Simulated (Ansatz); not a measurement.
Ansatz (an electronic-structure program) input (B3LYP-D3(BJ)/def2-TZVP):

Ansatz 0.2 input:
```yaml
crystal:
  periodic: [false, false, false]
  atoms:
    - {symbol: Ge, position_ang: [0.00055146, -0.00516327, 0.54068547]}
    - {symbol: Cl, position_ang: [1.17608187, 1.39339809, -0.49682065]}
    - {symbol: Cl, position_ang: [-1.17711991, -1.38367900, -0.52094022]}
basis:
  gaussian:
    orbitals: def2-TZVP
hamiltonian:
  xc: b3lyp
  dispersion: d3bj
total_charge: 1
magnetization: {spin_polarized: true, initial_magnetization: 1}
phonons: {temperatures: {t_min: 298.15, t_max: 298.15, t_step: 100}}
```

Output:

```
Functional definition: B3LYP
integrals: 0.07 GiB planned
818 factors; integrals over basis functions are off by at most 2.0e-4 eV
mean field: 0.83 GiB planned
mean field evaluation 1: about -81554.2653 eV, gradient 3.1e1 eV
mean field evaluation 2: about -81540.9761 eV, gradient 6.1e1 eV
mean field evaluation 4: about -81558.6584 eV, gradient 2.6e0 eV
mean field evaluation 8: about -81558.7318 eV, gradient 1.3e-1 eV
mean field evaluation 16: about -81558.7319 eV, gradient 4.1e-5 eV
mean field -81558.73187922 eV, -2997.2281140673 hartree, gradient 4.0e-5 eV, S^2 0.755045; 0 other end points of the search recorded, 0 dependent functions left out
the calculation of the forces begins
reference -81558.73209860 eV, -2997.2281221296 hartree; 33, 32 occupied and 89, 90 virtual orbitals, 818 factors
these checks for a lower state are left out or cut short: stability, starts, cluster_reference, orbital_swaps, neighbouring_geometries, increment
integrals: 0.07 GiB planned
818 factors; integrals over basis functions are off by at most 2.0e-4 eV
mean field: 0.83 GiB planned
mean field -81558.73184743 eV, -2997.2281128992 hartree, gradient 2.4e-6 eV, S^2 0.755057; 0 other end points of the search recorded, 0 dependent functions left out
the calculation of the forces begins
reference -81558.73206685 eV, -2997.2281209627 hartree; 33, 32 occupied and 89, 90 virtual orbitals, 818 factors
these checks for a lower state are left out or cut short: stability, starts, cluster_reference, orbital_swaps, neighbouring_geometries, increment
integrals: 0.07 GiB planned
818 factors; integrals over basis functions are off by at most 2.0e-4 eV
mean field: 0.83 GiB planned
mean field -81558.73184058 eV, -2997.2281126473 hartree, gradient 2.4e-6 eV, S^2 0.755032; 0 other end points of the search recorded, 0 dependent functions left out
the calculation of the forces begins
reference -81558.73205993 eV, -2997.2281207084 hartree; 33, 32 occupied and 89, 90 virtual orbitals, 818 factors
these checks for a lower state are left out or cut short: stability, starts, cluster_reference, orbital_swaps, neighbouring_geometries, increment
integrals: 0.07 GiB planned
818 factors; integrals over basis functions are off by at most 2.0e-4 eV
mean field: 0.83 GiB planned
mean field evaluation 32: about -81558.6885 eV, gradient 2.3e-1 eV
mean field -81558.73191545 eV, -2997.2281153989 hartree, gradient 1.6e-6 eV, S^2 0.755062; 0 other end points of the search recorded, 0 dependent functions left out
the calculation of the forces begins
reference -81558.73213490 eV, -2997.2281234633 hartree; 33, 32 occupied and 89, 90 virtual orbitals, 818 factors
these checks for a lower state are left out or cut short: stability, starts, cluster_reference, orbital_swaps, neighbouring_geometries, increment
integrals: 0.07 GiB planned
818 factors; integrals over basis functions are off by at most 2.0e-4 eV
mean field: 0.83 GiB planned
mean field -81558.73176358 eV, -2997.2281098177 hartree, gradient 1.6e-6 eV, S^2 0.755027; 0 other end points of the search recorded, 0 dependent functions left out
the calculation of the forces begins
reference -81558.73198291 eV, -2997.2281178778 hartree; 33, 32 occupied and 89, 90 virtual orbitals, 818 factors
these checks for a lower state are left out or cut short: stability, starts, cluster_reference, orbital_swaps, neighbouring_geometries, increment
integrals: 0.07 GiB planned
818 factors; integrals over basis functions are off by at most 2.0e-4 eV
mean field: 0.83 GiB planned
mean field -81558.73187069 eV, -2997.2281137540 hartree, gradient 2.4e-6 eV, S^2 0.755037; 0 other end points of the search recorded, 0 dependent functions left out
the calculation of the forces begins
reference -81558.73209006 eV, -2997.2281218155 hartree; 33, 32 occupied and 89, 90 virtual orbitals, 818 factors
these checks for a lower state are left out or cut short: stability, starts, cluster_reference, orbital_swaps, neighbouring_geometries, increment
integrals: 0.07 GiB planned
818 factors; integrals over basis functions are off by at most 2.0e-4 eV
mean field: 0.83 GiB planned
mean field -81558.73187403 eV, -2997.2281138766 hartree, gradient 2.3e-6 eV, S^2 0.755052; 0 other end points of the search recorded, 0 dependent functions left out
the calculation of the forces begins
reference -81558.73209344 eV, -2997.2281219396 hartree; 33, 32 occupied and 89, 90 virtual orbitals, 818 factors
Total energy: -81558.90399304 eV, -2997.2344391334 hartree
Atom 0 at     0.000551    -0.005163     0.540685 Å, force     0.000000    -0.000001     0.000151 eV/Å
Atom 1 at     1.176082     1.393398    -0.496821 Å, force     0.000168     0.000199    -0.000074 eV/Å
Atom 2 at    -1.177120    -1.383679    -0.520940 Å, force    -0.000168    -0.000197    -0.000077 eV/Å
Dipole moment:     0.000285    -0.002669     0.279496 e Å
Vibrations: 127.36 403.59 458.30 cm⁻¹, zero-point energy 0.061326 eV
```
